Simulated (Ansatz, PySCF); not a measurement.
Gas-phase reaction (SMILES): C[CH2][Ge]([Cl])([Cl])[CH2]C [dichloro(diethyl)germane] + 6 [H][H] (H2) → 4 C (CH4) + 2 Cl (HCl) + [GeH4] (GeH4); energy of full hydrogenation.

Structures are relaxed separately at B3LYP-D3(BJ)/def2-TZVP in Ansatz (a quantum-chemistry and plane-wave program), one conformer each, not searched for the lowest. Correlated levels leave the core frozen unless marked. Spin-orbit coupling is left out. Frozen are the shells of the preceding noble gas and the d and f shells that filled before the atom's block. No relativistic terms. CBS marks a two-point X^-3 extrapolation of the correlation energy; Hartree-Fock from the larger set. [CCSD(T)-MP2]/basis is that difference in the basis named. Thermal terms are rigid-rotor harmonic-oscillator values from B3LYP-D3(BJ) frequencies (Ansatz or PySCF) at 298.15 K and 1 atm. 1 Eh = 627.5095 kcal/mol.

```csv
species,"E, RI-MP2/CBS(def2-TZVPPD,def2-QZVPPD)+[CCSD(T)-MP2]/def2-TZVPPD (Ansatz) (Eh)","E, PBE/def2-TZVPD (Ansatz) (Eh)",H - E (Eh)
C[CH2][Ge]([Cl])([Cl])[CH2]C,-3153.42773,-3155.12946,0.14601
[H][H] (H2),-1.17532,-1.16589,0.01336
C (CH4),-40.46135,-40.46301,0.04840
Cl (HCl),-460.37863,-460.62833,0.01000
[GeH4] (GeH4),-2077.90776,-2079.05782,0.03354
```

Question: Work out ΔE and ΔH at 298.15 K at the first level, then ΔH at the second.

Answer: 
1. ΔE = [4×(-40.46135) + 2×(-460.37863) + (-2077.90776)] - [(-3153.42773) + 6×(-1.17532)] = -0.03077 Eh = -19.3 kcal/mol at RI-MP2/CBS(def2-TZVPPD,def2-QZVPPD)+[CCSD(T)-MP2]/def2-TZVPPD.
2. The terms H - E add up to 0.02097 Eh, so ΔH = (-0.03077 + (0.02097))×627.5095 = -6.1 kcal/mol.
3. At PBE/def2-TZVPD the same steps give ΔE = -26.2 and ΔH = -13.0 kcal/mol, a shift of -6.9 from the first level.
4. These values are not checked against measurement here, since the tables used lack a sound gas-phase enthalpy of formation for at least one species.
